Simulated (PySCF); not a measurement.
C₂H₅Te, SMILES [CH2][Te]C, multiplicity 2. Coordinates come from a B3LYP-D3(BJ)/def2-SVP optimisation. The isomer is the one that the SMILES or the coordinates give; other isomers of the formula were not compared. The def2 effective core potentials stand for the cores of Te; spin–orbit coupling is left out.

The numbers are results of B3LYP-D3(BJ)/def2-SVP in PySCF 2.14.0, not measurements.

Harmonic wavenumbers (cm⁻¹): 94, 159, 188, 305, 518, 601, 751, 829, 867, 1239, 1325, 1434, 1444, 3059, 3140, 3176, 3183, 3282. Rotational constants (GHz): 9.214, 6.247, 3.819; symmetry number 1.

Q: Work out the zero-point energy and the ideal-gas rigid-rotor harmonic-oscillator thermochemistry at 298.15 K and 1 atm.

A: ZPE = ½ Σ hcν = ½ × 25592 cm⁻¹ = 153.07 kJ/mol. H − E(el) = 170.87 kJ/mol. Entropy in J/(mol K): translation 171.78, rotation 103.74, vibration 48.23, spin 5.76, total 329.51. G − E(el) = 72.63 kJ/mol. Cp = 83.45 J/(mol K). Modes under 150 cm⁻¹ make the vibrational entropy uncertain.
